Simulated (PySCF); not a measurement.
AlHBr2, SMILES [Br][AlH][Br]. Atoms are numbered in the order given.

```xyz
4

Al     0.0000     0.0000    -0.9374
H      0.0000     0.0000    -2.5023
Br     0.0000    -1.9394     0.2098
Br     0.0000     1.9394     0.2098
```

Coordinates come from a B3LYP-D3(BJ)/def2-SVP optimisation.

These are r2SCAN/def2-TZVPD in PySCF values and carry that method's errors.

The molecule is in vacuum.

Computed frontier levels, gap, dipole moment and polarisability:
```json
{
 "highest_occupied_level": "-7.73 eV",
 "lowest_empty_level": "-2.13 eV",
 "orbital_gap": "5.60 eV",
 "dipole_moment": "0.88 D",
 "quadrupole, principal values (traceless, Buckingham form, about the centre of nuclear charge)": "-4.18, -0.47, 4.66 D·Å",
 "mean_static_polarisability": "70.0 bohr³ (10.37 Å³)",
 "polarisability_principal_values": "56.0, 67.2, 86.7 bohr³"
}
```
